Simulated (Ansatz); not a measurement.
Harmonic frequencies (cm⁻¹) at PBE0-D4/def2-TZVP from Ansatz: 187, 297, 324, 549, 658, 910, 952, 1021, 1041, 1126, 1170, 1372, 1399, 1459, 1469, 1959, 3042, 3100, 3143, 3332, 3337.

(1) Which molecule is it?
A. `NC(=O)[SiH2]F`
B. `C1=NCC1`
C. `C=C=NC`
D. `CC1=CN1`

## Answers

(1) D.
